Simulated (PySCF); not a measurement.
Job file and geometry (Å, from GFN2-xTB) of an NMR shielding run on `O=C=C(C=O)[C@H]([SiH3])C[SiH3]`, C5H10O2Si2, GIAO PBE0/pcSseg-1 NMR shielding, non-relativistic, gas phase in PySCF 2.14.0, density-fitted response routines; density fitting, a coarse starting grid and PySCF grid level 2 are the driver's defaults:

```
$ OMP_NUM_THREADS=1 python probes_run.py task.json out

{"job": {"kind": "nmr", "xc": "PBE0", "basis": "pcSseg-1"}, "charge": 0, "multiplicity": 1}
O     -2.387370     0.382768    -2.485932
C     -2.008469     0.077226    -1.433278
C     -1.590241    -0.275303    -0.247752
C     -2.517935    -0.771631     0.756688
O     -2.188438    -1.086879     1.874276
C     -0.127457    -0.175572     0.153539
Si     0.076689     1.438815     1.167221
C      0.795957    -0.291231    -1.055710
Si     2.637094    -0.538844    -0.633264
H     -3.566140    -0.849954     0.420617
H      0.046732    -1.025516     0.820970
H     -0.033117     2.551914     0.217631
H     -0.991523     1.533486     2.155445
H      1.390345     1.425589     1.807671
H      0.678845     0.591353    -1.690231
H      0.471819    -1.143370    -1.662756
H      3.316177    -0.998095    -1.847269
H      2.754206    -1.555966     0.412984
H      3.233022     0.720459    -0.185235
```

Q: What does the program print?

A: 
```
coarse grid: 17056 points
cycle   1  E = -924.9556143943  dE =  1.238e+00  |g| = 9.975e-01  |ddm| = 4.108e+00
cycle   2  E = -923.4987174422  dE =  1.457e+00  |g| = 2.725e+00  |ddm| = 4.685e+00
cycle   3  E = -925.0869385924  dE = -1.588e+00  |g| = 5.527e-01  |ddm| = 4.181e+00
cycle   4  E = -925.1455354934  dE = -5.860e-02  |g| = 2.612e-01  |ddm| = 7.848e-01
cycle   5  E = -925.1568678750  dE = -1.133e-02  |g| = 9.409e-02  |ddm| = 2.343e-01
cycle   6  E = -925.1588667750  dE = -1.999e-03  |g| = 2.528e-02  |ddm| = 1.088e-01
cycle   7  E = -925.1590241828  dE = -1.574e-04  |g| = 7.978e-03  |ddm| = 3.408e-02
cycle   8  E = -925.1590374121  dE = -1.323e-05  |g| = 2.603e-03  |ddm| = 1.206e-02
cycle   9  E = -925.1590390715  dE = -1.659e-06  |g| = 1.052e-03  |ddm| = 4.977e-03
final grid: 156032 points
cycle  10  E = -925.2330981819  dE = -5.105e-06  |g| = 1.566e-02  |ddm| = 3.838e-02
cycle  11  E = -925.2329128331  dE =  1.853e-04  |g| = 3.467e-02  |ddm| = 3.992e-02
cycle  12  E = -925.2331447609  dE = -2.319e-04  |g| = 1.980e-03  |ddm| = 2.916e-02
cycle  13  E = -925.2331455627  dE = -8.018e-07  |g| = 4.689e-04  |ddm| = 1.667e-03
cycle  14  E = -925.2331455964  dE = -3.371e-08  |g| = 2.430e-04  |ddm| = 6.881e-04
cycle  15  E = -925.2331456077  dE = -1.128e-08  |g| = 6.056e-05  |ddm| = 2.975e-04
cycle  16  E = -925.2331456085  dE = -8.138e-10  |g| = 2.078e-05  |ddm| = 8.049e-05
converged SCF energy = -925.2331456085

GIAO shielding tensors (ppm)
atom      isotropic    diamagn.    paramagn.     s11        s22        s33       span
  0 O      -92.282     403.119    -495.401   -250.257   -127.171    100.580    350.837
  1 C      -25.014     262.993    -288.007    -97.487    -51.318     73.762    171.249
  2 C      122.703     267.647    -144.944     99.740    126.595    141.773     42.033
  3 C        1.040     235.558    -234.519    -92.757     -8.040    103.916    196.673
  4 O     -308.115     403.480    -711.595   -945.368   -371.301    392.324   1337.692
  5 C      170.717     251.011     -80.294    158.889    172.157    181.104     22.215
  6 Si     412.121     881.990    -469.869    370.858    404.259    461.244     90.386
  7 C      173.891     253.099     -79.208    159.381    169.526    192.767     33.386
  8 Si     419.524     879.898    -460.373    384.057    412.105    462.412     78.354
  9 H       21.767      24.928      -3.161     19.359     19.741     26.202      6.844
 10 H       29.729      34.662      -4.933     24.569     29.230     35.388     10.820
 11 H       28.179      31.200      -3.021     25.215     26.556     32.766      7.552
 12 H       27.890      30.394      -2.504     24.024     27.026     32.621      8.597
 13 H       27.540      30.877      -3.337     23.457     26.340     32.825      9.368
 14 H       30.871      33.910      -3.039     26.602     29.940     36.072      9.471
 15 H       30.584      33.271      -2.687     24.952     29.782     37.018     12.067
 16 H       27.717      28.549      -0.832     24.050     25.415     33.687      9.637
 17 H       27.819      29.357      -1.538     24.329     26.375     32.753      8.424
 18 H       27.595      29.269      -1.673     23.856     26.563     32.368      8.512
```

Q: Turn these shieldings into chemical shifts. δ = σ(ref) − σ, references computed at the same level: 17O (336.08 ppm) vs H2O; 13C (186.93 ppm), 29Si (349.16 ppm), 1H (31.72 ppm) against TMS.

A: Averaging equivalent atoms: O 4: 644.2; O 0: 428.4; C 1: 211.9; C 3: 185.9; C 2: 64.2; C 5: 16.2; C 7: 13.0; Si 6: -63.0; Si 8: -70.4; H 9: 9.95; H 16/17/18: 4.01; H 11/12/13: 3.85; H 10: 1.99; H 15: 1.13; H 14: 0.85 ppm. Unscaled 17O shifts of doubly bonded oxygen tend to come out too high, by tens of ppm or more. Experimental scales use liquid or dissolved standards, which lie at an offset from isolated H2O (liquid H2O: subtract about 36 ppm).

Size and cost of the density-fitted run: 217 basis functions, 83 s wall time on 1 thread of an Intel Xeon Platinum 8259CL, shared host; peak memory 1.1 GiB.
